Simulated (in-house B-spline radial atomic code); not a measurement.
Results of a calculation; reference values are marked as such.
Weak and strong correlation along the adiabatic connection

Two-electron singlets in several external potentials (atomic units), by full CI in B-splines with partial waves to l = 8 (correlation energies up to 0.6 % small). The repulsion is scaled by λ at fixed density; W(λ) is the mean repulsion less the Hartree energy, W(0) = E_x, and the area under W from 0 to 1 is E_xc.

One system gave this curve:

```json
{"λ": "0", "W (hartree)": "-0.27438"}
{"λ": "0.02", "W (hartree)": "-0.27649"}
{"λ": "0.05", "W (hartree)": "-0.27952"}
{"λ": "0.12", "W (hartree)": "-0.28604"}
{"λ": "0.25", "W (hartree)": "-0.29635"}
{"λ": "0.4", "W (hartree)": "-0.30594"}
{"λ": "0.6", "W (hartree)": "-0.31593"}
{"λ": "0.8", "W (hartree)": "-0.32362"}
{"λ": "1", "W (hartree)": "-0.32972"}
{"λ": "1.4", "W (hartree)": "-0.33876"}
{"λ": "2", "W (hartree)": "-0.34773"}
{"λ": "3", "W (hartree)": "-0.35683"}
{"λ": "4.5", "W (hartree)": "-0.36466"}
```

**Question.** Which system is it?
A. ω²r²/2 − Z/r, ω = 0.0443, Z = 0.7
B. −Z/r, Z = 6
C. ω²r²/2 − Z/r, ω = 0.0132, Z = 1.5
D. −Z/r, Z = 0.5, wall at 1.4 bohr

**Answer.** A. The exchange energy sets the size: ω²r²/2 − Z/r, ω = 0.0443, Z = 0.7: E_x = -0.274, E_c = -0.0339; −Z/r, Z = 6: E_x = -3.53, E_c = -0.0449; −Z/r, Z = 0.5, wall at 1.4 bohr: E_x = -1.3, E_c = -0.0473; ω²r²/2 − Z/r, ω = 0.0132, Z = 1.5: E_x = -0.71, E_c = -0.0409 hartree.
